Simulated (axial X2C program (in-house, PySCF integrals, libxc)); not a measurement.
**Potential curves of SrS, scalar-relativistic**

Computed with an axial X2C code built on PySCF integrals. Spin-free means the one-electron spin-free X2C Hamiltonian. Basis: Sr dyall-cv4z [13s14p9d7f5g], S dyall-av4z [10s9p4d3f2g] (cores contracted in-house); Gaussian nuclei, density fitting, unrestricted open shells. Masses: Sr 87.906 u, S 31.972 u.

State: M_S = 0, Λ = 0 (closed shell). Energies in cm⁻¹ from the fragments at the same level (Sr + S). Fits are polynomials in 1 − R0/R over 0.85 to 1.23 times the lowest point R0.

| R (Å) | MP2 | CCSD | HF |
| --- | --- | --- | --- |
| 2.1045 | -20057 |  | -929 |
| 2.2013 | -25061 | -21074 | -6843 |
| 2.2739 | -27306 | -23461 | -9626 |
| 2.3464 | -28552 | -24812 | -11294 |
| 2.4190 | -29018 | -25349 | -12072 |
| 2.5037 | -28812 | -25184 | -12102 |
| 2.5883 | -28019 | -24390 | -11416 |
| 2.6972 | -26428 | -22747 | -9793 |
| 2.8302 | -24006 |  | -7119 |

Correlated methods: 16 electrons correlated (number of frozen shells: Sr 3 s, 2 p, 1 d; S 2 s, 1 p), 432 virtual spin orbitals or spinors in MP2, 180 natural virtuals in coupled cluster.

The state is a single determinant with fixed occupations, the lowest that a limited PBE0 search found. Closed shells are restricted here (equal orbitals for both partners); the stretched side of such a curve lies too high. De is counted from the lowest determinant-based energies of the atoms at the same level, without counterpoise correction. CCSD ran in a truncated set of natural virtual spinors with an MP2 remainder; without triples it tends to underbind. Some points did not converge and are left out. The stretched end of a curve changes character and is left out. Coupled cluster ran on the points near the minimum only. MP2 and coupled cluster on one determinant become unreliable at the stretched end.

(1) Fit the MP2 curve near its minimum: give the equilibrium distance, the harmonic wavenumber and the well depth.

(2) Fit the CCSD curve near its minimum: give the equilibrium distance, the harmonic wavenumber and the well depth.

(3) What are Re, ωe and De at the HF level?

## Answers

(1) At MP2, spin-free: Re = 2.436 Å, ωe ≈ 392 cm⁻¹, De = 3.60 eV to Sr + S; Be follows as 0.121 cm⁻¹.

(2) At CCSD, spin-free: Re = 2.442 Å, ωe ≈ 399 cm⁻¹, De = 3.15 eV to Sr + S; Be follows as 0.121 cm⁻¹.

(3) At HF, spin-free: Re = 2.463 Å, ωe ≈ 406 cm⁻¹, De = 1.51 eV to Sr + S; Be follows as 0.118 cm⁻¹.
